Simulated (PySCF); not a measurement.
Precursor series Hf OH-H. All species are isolated molecules in the gas phase. One relaxed conformer stands for each flexible species; it need not be the lowest.

All values below come from PBE-D3(BJ)/def2-TZVP // r2SCAN-D4/def2-SVP run with PySCF 2.14.0. 

```csv
species,mean distance from the central atom to its bonded neighbours (Å),LUMO (eV),HOMO–LUMO gap (eV)
0 of 4 OH replaced by H ([Hf(OH)4]),1.936,-0.59,6.13
1 of 4 OH replaced by H ([Hf(OH)3(H)]),1.911,-0.56,[?]
2 of 4 OH replaced by H ([Hf(OH)2(H)2]),1.890,[?],4.41
4 of 4 OH replaced by H ([Hf(H)4]),1.847,-3.07,[?]
```

Q: What belongs in the gaps?

A: 
- 1 of 4 OH replaced by H ([Hf(OH)3(H)]), HOMO–LUMO gap (eV): 5.81
- 2 of 4 OH replaced by H ([Hf(OH)2(H)2]), LUMO (eV): -1.88
- 4 of 4 OH replaced by H ([Hf(H)4]), HOMO–LUMO gap (eV): 4.05
